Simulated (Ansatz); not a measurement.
Geometry optimisation of Zn₈Te₇Cl₂.

```yaml
crystal:
  periodic: [false, false, false]
  atoms:
    - {symbol: Te, position_ang: [-2.940630, 0.016260, -5.504980]}
    - {symbol: Te, position_ang: [1.980090, -0.457640, -5.396680]}
    - {symbol: Te, position_ang: [-0.851980, -0.590900, -1.399990]}
    - {symbol: Te, position_ang: [0.584870, 0.647900, 2.382540]}
    - {symbol: Te, position_ang: [3.503170, 1.224500, -1.013270]}
    - {symbol: Te, position_ang: [-1.149240, -2.084960, 5.791660]}
    - {symbol: Te, position_ang: [1.535100, 2.017500, 6.860810]}
    - {symbol: Zn, position_ang: [-2.719240, 0.352830, -2.965650]}
    - {symbol: Zn, position_ang: [0.352970, -1.166410, -3.482130]}
    - {symbol: Zn, position_ang: [-0.565130, -1.512000, 3.448970]}
    - {symbol: Zn, position_ang: [-0.541400, 0.103380, -5.900670]}
    - {symbol: Zn, position_ang: [3.156460, 0.674880, -3.351390]}
    - {symbol: Zn, position_ang: [1.204530, 0.522220, -0.055220]}
    - {symbol: Zn, position_ang: [1.587060, 1.766870, 4.410890]}
    - {symbol: Zn, position_ang: [0.091760, -0.073630, 6.515240]}
    - {symbol: Cl, position_ang: [-4.365860, 1.398530, -1.951370]}
    - {symbol: Cl, position_ang: [-0.862540, -2.839340, 1.611230]}
basis:
  gaussian: {orbitals: def2-SVP, fitting: {mean_field: def2-universal-jkfit}}
hamiltonian: {xc: pbe, dispersion: d4}
scf: {lower_state_search: "off"}
output: {orbitals: {seedname: orbitals}}
relax: {f_tol: 0.03, max_steps: 70}
```

```sh
$ ansatz run in.yaml --threads 2 --pin off --events-out ev --progress --plain --max-ram 32768MiB --backend cuda --devices 0, --max-vram 18GiB
```

Shortened log:

```
Functional definition: PBE
  name "PBE"
  cite "Perdew, Burke & Ernzerhof, Phys. Rev. Lett. 77, 3865 (1996) doi:10.1103/PhysRevLett.77.3865"
  parent pbe
  parameter kappa = 0.804
  parameter beta = 0.06672455060314922
  exchange = pbe_x(kappa = kappa, mu = beta*pi^2/3)
  correlation = pbe_c(beta = beta)
these checks for a lower state are left out or cut short: stability, starts, cluster_reference, orbital_swaps, neighbouring_geometries, increment
mean field -463339.58669060 eV, -17027.4157480278 hartree, gradient 1.2e-6 eV, S^2 0.000000; 0 other end points of the search recorded, 0 dependent functions left out
the calculation of the forces begins
relax step   1: F+E_penalty+E_count = -463341.12939717 eV  Δ(F+E_penalty+E_count) = +0.000e0 eV  max|allowed force component| = 1.002e0 eV/Å  Δτ_max = 0.0000 Å  (34 SCF iters, accepted)
these checks for a lower state are left out or cut short: stability, starts, cluster_reference, orbital_swaps, neighbouring_geometries, increment
mean field -463339.97640211 eV, -17027.4300696616 hartree, gradient 2.2e-6 eV, S^2 0.000000; 0 other end points of the search recorded, 0 dependent functions left out
the calculation of the forces begins
relax step   2: F+E_penalty+E_count = -463341.52659839 eV  Δ(F+E_penalty+E_count) = -3.972e-1 eV  max|allowed force component| = 2.911e-1 eV/Å  Δτ_max = 0.1950 Å  (21 SCF iters, accepted)
these checks for a lower state are left out or cut short: stability, starts, cluster_reference, orbital_swaps, neighbouring_geometries, increment
mean field -463340.15247638 eV, -17027.4365402715 hartree, gradient 1.3e-6 eV, S^2 0.000000; 0 other end points of the search recorded, 0 dependent functions left out
the calculation of the forces begins
relax step   3: F+E_penalty+E_count = -463341.73344469 eV  Δ(F+E_penalty+E_count) = -2.068e-1 eV  max|allowed force component| = 1.784e-1 eV/Å  Δτ_max = 0.1953 Å  (21 SCF iters, accepted)
these checks for a lower state are left out or cut short: stability, starts, cluster_reference, orbital_swaps, neighbouring_geometries, increment
mean field -463340.24962292 eV, -17027.4401103411 hartree, gradient 2.8e-6 eV, S^2 0.000000; 0 other end points of the search recorded, 0 dependent functions left out
the calculation of the forces begins
relax step   4: F+E_penalty+E_count = -463341.84860498 eV  Δ(F+E_penalty+E_count) = -1.152e-1 eV  max|allowed force component| = 1.832e-1 eV/Å  Δτ_max = 0.1950 Å  (20 SCF iters, accepted)
these checks for a lower state are left out or cut short: stability, starts, cluster_reference, orbital_swaps, neighbouring_geometries, increment
mean field -463340.36201320 eV, -17027.4442406078 hartree, gradient 1.2e-6 eV, S^2 0.000000; 0 other end points of the search recorded, 0 dependent functions left out
the calculation of the forces begins
relax step   5: F+E_penalty+E_count = -463341.97379246 eV  Δ(F+E_penalty+E_count) = -1.252e-1 eV  max|allowed force component| = 1.692e-1 eV/Å  Δτ_max = 0.1950 Å  (21 SCF iters, accepted)
these checks for a lower state are left out or cut short: stability, starts, cluster_reference, orbital_swaps, neighbouring_geometries, increment
mean field -463340.52589842 eV, -17027.4502632783 hartree, gradient 2.0e-6 eV, S^2 0.000000; 0 other end points of the search recorded, 0 dependent functions left out
the calculation of the forces begins
relax step   6: F+E_penalty+E_count = -463342.15356935 eV  Δ(F+E_penalty+E_count) = -1.798e-1 eV  max|allowed force component| = 2.411e-1 eV/Å  Δτ_max = 0.1955 Å  (24 SCF iters, accepted)
these checks for a lower state are left out or cut short: stability, starts, cluster_reference, orbital_swaps, neighbouring_geometries, increment
mean field -463340.70056642 eV, -17027.4566822092 hartree, gradient 1.6e-6 eV, S^2 0.000000; 0 other end points of the search recorded, 0 dependent functions left out
the calculation of the forces begins
relax step   7: F+E_penalty+E_count = -463342.34766144 eV  Δ(F+E_penalty+E_count) = -1.941e-1 eV  max|allowed force component| = 4.026e-1 eV/Å  Δτ_max = 0.1945 Å  (25 SCF iters, accepted)
these checks for a lower state are left out or cut short: stability, starts, cluster_reference, orbital_swaps, neighbouring_geometries, increment
mean field -463340.80622209 eV, -17027.4605649833 hartree, gradient 1.9e-6 eV, S^2 0.000000; 0 other end points of the search recorded, 0 dependent functions left out
the calculation of the forces begins
relax step   8: F+E_penalty+E_count = -463342.47745968 eV  Δ(F+E_penalty+E_count) = -1.298e-1 eV  max|allowed force component| = 3.580e-1 eV/Å  Δτ_max = 0.1955 Å  (26 SCF iters, accepted)
[...]
the calculation of the forces begins
relax step  45: F+E_penalty+E_count = -463345.56653814 eV  Δ(F+E_penalty+E_count) = -5.379e-2 eV  max|allowed force component| = 2.263e-1 eV/Å  Δτ_max = 0.1944 Å  (25 SCF iters, accepted)
these checks for a lower state are left out or cut short: stability, starts, cluster_reference, orbital_swaps, neighbouring_geometries, increment
mean field -463343.37853963 eV, -17027.5550959092 hartree, gradient 1.6e-6 eV, S^2 0.000000; 0 other end points of the search recorded, 0 dependent functions left out
the calculation of the forces begins
relax step  46: F+E_penalty+E_count = -463345.60017392 eV  Δ(F+E_penalty+E_count) = -3.364e-2 eV  max|allowed force component| = 2.038e-1 eV/Å  Δτ_max = 0.1598 Å  (21 SCF iters, accepted)
these checks for a lower state are left out or cut short: stability, starts, cluster_reference, orbital_swaps, neighbouring_geometries, increment
mean field -463343.39409555 eV, -17027.5556675787 hartree, gradient 1.7e-6 eV, S^2 0.000000; 0 other end points of the search recorded, 0 dependent functions left out
the calculation of the forces begins
relax step  47: F+E_penalty+E_count = -463345.61857720 eV  Δ(F+E_penalty+E_count) = -1.840e-2 eV  max|allowed force component| = 6.869e-2 eV/Å  Δτ_max = 0.0945 Å  (20 SCF iters, accepted)
these checks for a lower state are left out or cut short: stability, starts, cluster_reference, orbital_swaps, neighbouring_geometries, increment
mean field -463343.39848829 eV, -17027.5558290089 hartree, gradient 2.5e-6 eV, S^2 0.000000; 0 other end points of the search recorded, 0 dependent functions left out
the calculation of the forces begins
relax step  48: F+E_penalty+E_count = -463345.62608514 eV  Δ(F+E_penalty+E_count) = -7.508e-3 eV  max|allowed force component| = 5.413e-2 eV/Å  Δτ_max = 0.0880 Å  (19 SCF iters, accepted)
these checks for a lower state are left out or cut short: stability, starts, cluster_reference, orbital_swaps, neighbouring_geometries, increment
mean field -463343.39475873 eV, -17027.5556919501 hartree, gradient 1.1e-6 eV, S^2 0.000000; 0 other end points of the search recorded, 0 dependent functions left out
the calculation of the forces begins
relax step  49: F+E_penalty+E_count = -463345.62930781 eV  Δ(F+E_penalty+E_count) = -3.223e-3 eV  max|allowed force component| = 4.958e-2 eV/Å  Δτ_max = 0.1148 Å  (20 SCF iters, accepted)
these checks for a lower state are left out or cut short: stability, starts, cluster_reference, orbital_swaps, neighbouring_geometries, increment
mean field -463343.39583840 eV, -17027.5557316275 hartree, gradient 1.4e-6 eV, S^2 0.000000; 0 other end points of the search recorded, 0 dependent functions left out
the calculation of the forces begins
relax step  50: F+E_penalty+E_count = -463345.62945683 eV  Δ(F+E_penalty+E_count) = -1.490e-4 eV  max|allowed force component| = 3.731e-2 eV/Å  Δτ_max = 0.0450 Å  (20 SCF iters, accepted)
these checks for a lower state are left out or cut short: stability, starts, cluster_reference, orbital_swaps, neighbouring_geometries, increment
mean field -463343.39594696 eV, -17027.5557356167 hartree, gradient 1.4e-6 eV, S^2 0.000000; 0 other end points of the search recorded, 0 dependent functions left out
the calculation of the forces begins
relax step  51: F+E_penalty+E_count = -463345.63040706 eV  Δ(F+E_penalty+E_count) = -9.502e-4 eV  max|allowed force component| = 7.201e-3 eV/Å  Δτ_max = 0.0230 Å  (19 SCF iters, accepted)
Total energy: -463345.63047929 eV, -17027.6378531656 hartree
Atom 0 at    -0.352260     0.849541    -4.945026 Å, force    -0.002256    -0.001797     0.002937 eV/Å
Atom 1 at     2.250947    -1.739627    -2.623513 Å, force    -0.000315     0.002599     0.000599 eV/Å
Atom 2 at    -2.057627    -1.425434    -1.526924 Å, force     0.004408     0.003080     0.000500 eV/Å
Atom 3 at    -1.710447     1.080608     2.363082 Å, force     0.001955    -0.001598     0.000895 eV/Å
Atom 4 at     0.844156     1.944994    -0.688840 Å, force    -0.007011     0.001434    -0.002509 eV/Å
Atom 5 at    -0.020571    -2.108737     5.304138 Å, force     0.002540     0.003250     0.000617 eV/Å
Atom 6 at     3.109037     1.140700     3.254921 Å, force    -0.003396     0.000301    -0.003988 eV/Å
Atom 7 at    -1.955969     0.851898    -2.943744 Å, force    -0.001579    -0.001141     0.001493 eV/Å
Atom 8 at    -0.194287    -1.376898    -3.454084 Å, force     0.000447     0.003488    -0.001602 eV/Å
Atom 9 at    -0.640992    -1.195214     3.031097 Å, force    -0.002241     0.000871    -0.000811 eV/Å
Atom 10 at     1.432668     0.740808    -2.951819 Å, force     0.002180    -0.003724    -0.004825 eV/Å
Atom 11 at     0.594790    -0.834817    -0.714917 Å, force     0.000396     0.001388    -0.002929 eV/Å
Atom 12 at    -1.651056     1.019978    -0.216322 Å, force     0.004371     0.000866     0.000464 eV/Å
Atom 13 at     0.926268     1.212360     2.001334 Å, force     0.003994    -0.001305     0.007201 eV/Å
Atom 14 at     1.732847    -0.521650     4.503126 Å, force    -0.002632    -0.005443     0.003013 eV/Å
Atom 15 at    -3.066949     2.376389    -1.646244 Å, force     0.000869    -0.000568    -0.004051 eV/Å
Atom 16 at     0.759436    -2.014908     1.253724 Å, force    -0.001729    -0.001702     0.002997 eV/Å
Dipole moment:    -0.265120     0.006577    -1.303276 e Å
Checks for a lower state left out: stability, starts, cluster_reference, orbital_swaps, neighbouring_geometries, increment
```

Run time 4 min (2 threads of AMD EPYC 7R13 on a shared host and a share (18 GiB) of an NVIDIA H100 80GB HBM3), peak host memory 1.2 GiB.

In the def2 sets Te takes a core potential; there is no spin–orbit coupling. Single mean-field runs in def2-SVP are fitted with def2-universal-jkfit.
